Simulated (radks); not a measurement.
All-electron atom: the dysprosium ion Dy50+ in [Ne] 3s2 3p4. All-electron calculation, scalar-relativistic Kohn-Sham, LDA (Slater exchange, VWN5 correlation), spin-polarised, spherical densities, finite nucleus; open shells are filled with parallel spins first (spin-orbit coupling, left out, can overturn this in heavy ions); Fermi nuclear charge, rms radius 5.2218 fm. Program: a radial shooting solver on a logarithmic mesh with Libxc functionals.

Normalised radial functions P(r) = r R(r), r in bohr:

```
   r/bohr * 2p down, o 3p up (the largest magnitude, 3.47, reaches the edge; | marks zero, & curves that meet)
0.0008493                             &
  0.00117                             &
 0.001624                             &
 0.002236                             &
 0.003104                             o*
 0.004274                             |&
 0.005934                             |o*
 0.008237                             | o*
  0.01134                             |  o *
  0.01575                             |    o   *
  0.02169                             |      o     *
   0.0301                             |         o        *
  0.04146                             |          o            *
  0.05755                             |          o               *
  0.07989                             |    o                   *
     0.11                        o    |                  *
   0.1527             o               |         *
   0.2103          o                  |  *
    0.292                o            |*
   0.4021                        o    *
   0.5582                            o*
```

2p down: eigenvalue -11302.9 eV, 0 radial nodes, <r> = 0.0784 bohr, 90 % of the charge inside 0.127 bohr. 3p up: eigenvalue -4542.9 eV, 1 radial node at r = 0.0949 bohr, <r> = 0.211 bohr, 90 % of the charge inside 0.312 bohr.
